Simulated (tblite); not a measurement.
C6H13NSi2.
Bonds: N1–C2 (triple), C2–C3, C3–Si4, Si4–C5, C5–Si6, Si6–C7, C7–C8, C8–C9, C7–C9. Hydrogens: H10, H11 on C3; H12, H13 on Si4; H14, H15 on C5; H16, H17 on Si6; H18 on C7; H19, H20 on C8; H21, H22 on C9.

Computed with GFN2-xTB (tblite), gas phase: L-BFGS steps from a force-field or distance-geometry start until the largest atomic force falls under 0.01 eV/Å.

The end geometry, which sets the zero of energy:
```
atom  x, y, z in Å
N1      3.6764    1.4292    1.7460
C2      3.5016    0.9644    0.7142
C3      3.2601    0.3512   -0.5497
Si4     2.2487   -1.2666   -0.3214
C5      0.6418   -0.8335    0.5773
Si6    -0.5488    0.3211   -0.3619
C7     -2.0944    0.5698    0.6821
C8     -3.2038   -0.4450    0.6407
C9     -3.4074    0.9003    0.0304
H10     4.2169    0.1416   -1.0282
H11     2.7079    1.0503   -1.1783
H12     3.0651   -2.2111    0.4506
H13     2.0175   -1.7950   -1.6707
H14     0.8950   -0.3660    1.5300
H15     0.1154   -1.7553    0.8238
H16     0.0765    1.6261   -0.6203
H17    -0.9142   -0.2961   -1.6456
H18    -1.9382    1.0356    1.6490
H19    -3.7216   -0.6786    1.5595
H20    -3.0972   -1.2922   -0.0206
H21    -3.4403    0.9735   -1.0463
H22    -4.0673    1.5956    0.5281
```

Problem. These geometries come from the run, each turned onto the end geometry. Order them by energy, lowest first.
A.
```
atom  x, y, z in Å
N1      3.8256    1.4471    1.7480
C2      3.5679    1.0020    0.7281
C3      3.2265    0.4133   -0.5317
Si4     2.1852   -1.1875   -0.3499
C5      0.6209   -0.8928    0.6613
Si6    -0.5373    0.2488   -0.3112
C7     -2.0916    0.5670    0.6812
C8     -3.2179   -0.4231    0.6578
C9     -3.3657    0.8787   -0.0429
H10     4.1478    0.1586   -1.0503
H11     2.6982    1.1632   -1.1296
H12     3.0072   -2.2035    0.2935
H13     1.8261   -1.6265   -1.7088
H14     0.8682   -0.4687    1.6396
H15     0.1459   -1.8586    0.8505
H16     0.1579    1.5115   -0.5705
H17    -0.8788   -0.3989   -1.5836
H18    -1.9340    1.0857    1.6174
H19    -3.7749   -0.5825    1.5682
H20    -3.1083   -1.3141    0.0615
H21    -3.3535    0.8784   -1.1192
H22    -4.0258    1.6211    0.3794
```
B.
```
atom  x, y, z in Å
N1      3.8008    1.4307    1.7459
C2      3.5545    0.9703    0.7274
C3      3.2429    0.3867   -0.5358
Si4     2.2337   -1.2327   -0.3313
C5      0.6422   -0.8911    0.6375
Si6    -0.5430    0.2653   -0.3046
C7     -2.1043    0.5786    0.6916
C8     -3.2274   -0.4191    0.6623
C9     -3.3825    0.8863   -0.0357
H10     4.1740    0.1877   -1.0669
H11     2.6753    1.1102   -1.1231
H12     3.0920   -2.2367    0.3043
H13     1.8959   -1.6253   -1.7048
H14     0.8803   -0.4490    1.6063
H15     0.1327   -1.8335    0.8483
H16     0.1084    1.5477   -0.5908
H17    -0.8912   -0.3750   -1.5792
H18    -1.9826    1.0995    1.6340
H19    -3.7813   -0.5902    1.5713
H20    -3.1126   -1.3075    0.0631
H21    -3.3672    0.8950   -1.1131
H22    -4.0509    1.6215    0.3819
```
C.
```
atom  x, y, z in Å
N1      3.7467    1.3809    1.7671
C2      3.5350    0.9489    0.7279
C3      3.2517    0.3792   -0.5482
Si4     2.2533   -1.2531   -0.3501
C5      0.6605   -0.8616    0.5946
Si6    -0.5530    0.2897   -0.3154
C7     -2.1136    0.5761    0.6948
C8     -3.2351   -0.4241    0.6648
C9     -3.3986    0.8918   -0.0183
H10     4.1935    0.1933   -1.0657
H11     2.6749    1.0982   -1.1313
H12     3.0908   -2.2171    0.3738
H13     1.9962   -1.7466   -1.7084
H14     0.9325   -0.4047    1.5463
H15     0.1530   -1.7936    0.8415
H16     0.0705    1.5942   -0.5808
H17    -0.9180   -0.3390   -1.5932
H18    -1.9871    1.0867    1.6423
H19    -3.7881   -0.6024    1.5759
H20    -3.1199   -1.3057    0.0514
H21    -3.3887    0.9079   -1.0978
H22    -4.0670    1.6202    0.4173
```
D.
```
atom  x, y, z in Å
N1      3.8429    1.4688    1.7840
C2      3.5612    1.0006    0.7515
C3      3.2252    0.4012   -0.5299
Si4     2.1596   -1.1105   -0.3647
C5      0.6260   -0.8966    0.6623
Si6    -0.5206    0.2147   -0.2866
C7     -2.0812    0.5715    0.6868
C8     -3.1980   -0.4299    0.6602
C9     -3.3463    0.8798   -0.0538
H10     4.1291    0.1424   -1.0682
H11     2.6955    1.1483   -1.1484
H12     2.9736   -2.1855    0.2813
H13     1.8184   -1.6414   -1.6950
H14     0.8712   -0.4686    1.6311
H15     0.1452   -1.8541    0.8374
H16     0.1658    1.5011   -0.5645
H17    -0.8770   -0.3981   -1.5813
H18    -1.9065    1.0861    1.6230
H19    -3.7799   -0.5815    1.5702
H20    -3.1190   -1.3261    0.0509
H21    -3.3701    0.8767   -1.1355
H22    -4.0253    1.6201    0.3778
```
E.
```
atom  x, y, z in Å
N1      3.7742    1.4088    1.7589
C2      3.5477    0.9615    0.7293
C3      3.2489    0.3807   -0.5371
Si4     2.2511   -1.2459   -0.3426
C5      0.6618   -0.8693    0.6160
Si6    -0.5477    0.2836   -0.3077
C7     -2.1138    0.5811    0.6919
C8     -3.2360   -0.4189    0.6643
C9     -3.3974    0.8894   -0.0278
H10     4.1817    0.1839   -1.0659
H11     2.6606    1.0916   -1.1171
H12     3.1040   -2.2358    0.3253
H13     1.9622   -1.6954   -1.7101
H14     0.9174   -0.4342    1.5833
H15     0.1552   -1.8087    0.8379
H16     0.0786    1.5853   -0.5876
H17    -0.9164   -0.3597   -1.5782
H18    -1.9850    1.0988    1.6349
H19    -3.7971   -0.5924    1.5694
H20    -3.1128   -1.3026    0.0587
H21    -3.3801    0.8977   -1.1058
H22    -4.0673    1.6198    0.3985
```

Solution. C (0.005 eV), E (0.009 eV), B (0.020 eV), A (0.058 eV), D (0.257 eV).

In the order of the answer:

```json
{"step": "35", "E above end (eV)": "0.005", "largest force (eV/Å)": "0.04", "rms force component (eV/Å)": "0.010", "rms distance from end (Å)": "0.067", "rms bond change (Å)": "0.001", "bond most changed (Å)": "C3–Si4 +0.002"}
{"step": "23", "E above end (eV)": "0.009", "largest force (eV/Å)": "0.08", "rms force component (eV/Å)": "0.023", "rms distance from end (Å)": "0.084", "rms bond change (Å)": "0.001", "bond most changed (Å)": "C3–Si4 -0.003"}
{"step": "14", "E above end (eV)": "0.020", "largest force (eV/Å)": "0.10", "rms force component (eV/Å)": "0.041", "rms distance from end (Å)": "0.101", "rms bond change (Å)": "0.002", "bond most changed (Å)": "Si6–H16 -0.003"}
{"step": "5", "E above end (eV)": "0.058", "largest force (eV/Å)": "0.57", "rms force component (eV/Å)": "0.115", "rms distance from end (Å)": "0.123", "rms bond change (Å)": "0.005", "bond most changed (Å)": "C5–Si6 -0.011"}
{"step": "0", "E above end (eV)": "0.257", "largest force (eV/Å)": "2.96", "rms force component (eV/Å)": "0.583", "rms distance from end (Å)": "0.132", "rms bond change (Å)": "0.022", "bond most changed (Å)": "C3–Si4 -0.065"}
```

What follows is the cost of the whole relaxation. Hardware: one thread of an Intel Xeon 6975P-C, shared host. Cost: 0.63 s.
